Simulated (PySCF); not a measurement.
Molecule: SMILES CB(C)N[SiH2][SiH3], C2H12BNSi2.

Bonds (- single, = double, # triple, : aromatic): C1-B2, B2-C3, B2-N4, N4-Si5, Si5-Si6. C1 carries H7, H8, H9; C3 carries H10, H11, H12; N4 carries H13; Si5 carries H14, H15; Si6 carries H16, H17, H18.

Frames of a GFN2-xTB Langevin trajectory at 300 K; GIAO PBE0/pcSseg-1 shieldings in PySCF, gas phase, non-relativistic; equivalent atoms averaged within each frame.

Chemical shifts δ = σref − σ; 13C (σref 186.93) and 29Si (σref 349.16) and 1H (σref 31.72) against TMS; 11B (σref 100.07) vs BF3·OEt2; 15N (σref 267.73) vs NH3, all at this level. The references are static minima.

How do the shifts (ppm) fluctuate along the trajectory?

Results:


```tsv
time (fs)	C1/C3	B2	N4	Si5	Si6	H14/H15	H13	H16/H17/H18	H7/H8/H9/H10/H11/H12
optimised geometry	8.0	50.8	99.2	-55.8	-116.1	5.04	3.68	3.50	0.38
250	9.5	46.6	106.3	-42.3	-114.1	5.42	4.36	3.37	0.54
425	11.0	48.1	89.3	-52.2	-122.9	5.32	3.89	3.74	0.66
625	10.7	50.4	102.8	-43.9	-114.0	5.12	2.79	3.44	0.85
800	7.1	49.4	99.9	-60.4	-122.8	5.08	3.88	3.29	0.29
1000	9.2	49.3	100.0	-41.7	-120.2	5.73	4.15	3.19	0.67
mean of frames	9.5	48.8	99.7	-48.1	-118.8	5.33	3.82	3.40	0.60
standard deviation	1.6	1.5	6.4	8.1	4.5	0.26	0.61	0.21	0.21
```

5 frames give an uncertainty of the mean of about the standard deviation over 2.2 at best, since frames this close in time may not be independent; classical motion lacks zero-point vibration, and the reference would need the same averaging.
